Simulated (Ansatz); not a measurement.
Cost and result for the atomization energy of C4H8BN, SMILES `BCC1CC=N1` (14 atoms, 14 bonds).

Cartesian coordinates in Å:
```
B 1.938 1.119 0.627
C 1.125 -0.038 -0.017
C -0.324 -0.128 0.394
C -1.268 -1.096 -0.370
C -1.914 0.202 -0.732
N -1.140 1.012 -0.116
H 1.602 1.591 1.675
H 2.955 1.500 0.123
H 1.662 -0.940 0.334
H 1.225 -0.062 -1.108
H -0.411 -0.199 1.483
H -1.861 -1.788 0.233
H -0.805 -1.644 -1.194
H -2.785 0.471 -1.330
```

The species carries charge 0 and has multiplicity 1. The geometry is a stationary point of PBE0-D4/def2-TZVP. It is one conformer, not always the lowest. Program: Ansatz. All runs use 4 threads of an Arm Neoverse V2 on a shared host. Times are those of one run each, without the atoms' runs, and a repeat can differ threefold. Electronic energies, without spin–orbit coupling; frozen cores. CCSD(T)/CBS adds CCSD(T) − MP2 in def2-TZVPP to the MP2 limit, and its time is that of the two runs behind it. T1 = 0.011. B3LYP takes the VWN-RPA correlation (the form of Gaussian; ORCA's B3LYP/G).

CCSD(T)/CBS is a level of theory with its own doubt, some kJ/mol a heavy atom from the limit and from the frozen cores, so smaller differences don't rank the functionals.

```
                             level  functions  wall time
   PBE-D4/def2-TZVPP (with forces)        298      3.3 s
                PBE0-D4/def2-TZVPP        298      3.5 s
 B3LYP-D4/def2-TZVPP (with forces)        298      6.5 s
r2SCAN-D4/def2-TZVPP (with forces)        298      6.5 s
                 B2PLYP/def2-TZVPP        298      8.5 s
                ωB97X-V/def2-TZVPP        298       10 s
  ωB97M-V/def2-TZVPP (with forces)        298       15 s
                    MP2/def2-QZVPP        582       43 s
                CCSD(T)/def2-TZVPP        298     16 min
                 CCSD(T)/CBS(def2)          –     17 min
```

Question: What atomization energy does each give, and how far from CCSD(T)/CBS? (An estimate is asked.)

Answer: Ansatz gave: 
| level | atomization (kcal/mol) | difference from CCSD(T)/CBS | per bond |
| --- | --- | --- | --- |
| PBE-D4/def2-TZVPP (with forces) | 1385.3 | 44.1 | 3.1 |
| PBE0-D4/def2-TZVPP | 1361.4 | 20.2 | 1.4 |
| B3LYP-D4/def2-TZVPP (with forces) | 1349.4 | 8.2 | 0.6 |
| r2SCAN-D4/def2-TZVPP (with forces) | 1349.4 | 8.2 | 0.6 |
| B2PLYP/def2-TZVPP | 1334.7 | -6.5 | -0.5 |
| ωB97X-V/def2-TZVPP | 1351.0 | 9.8 | 0.7 |
| ωB97M-V/def2-TZVPP (with forces) | 1352.5 | 11.3 | 0.8 |
| MP2/def2-QZVPP | 1352.0 | 10.8 | 0.8 |
| CCSD(T)/def2-TZVPP | 1309.6 | -31.6 | -2.3 |
| CCSD(T)/CBS(def2) | 1341.2 | 0.0 | 0.0 |

From PBE to PBE0 (25 % exact exchange), in def2-TZVPP and without D4, the atomization energy moves by −22.8 kcal/mol: exact exchange takes away binding that semilocal exchange gives to molecules. In def2-TZVPP, CCSD(T) changes the Hartree–Fock value by +325.2 kcal/mol (the triples alone add +21.0 kcal/mol) and MP2 by +348.9 kcal/mol; breaking electron pairs costs correlation energy, which Hartree–Fock lacks. The D4 term adds +10.5 kcal/mol with B3LYP and +5.5 kcal/mol with PBE0; it sums over pairs of atoms, weighted by their polarisabilities, and B3LYP, whose exchange is more repulsive, gets the larger term.
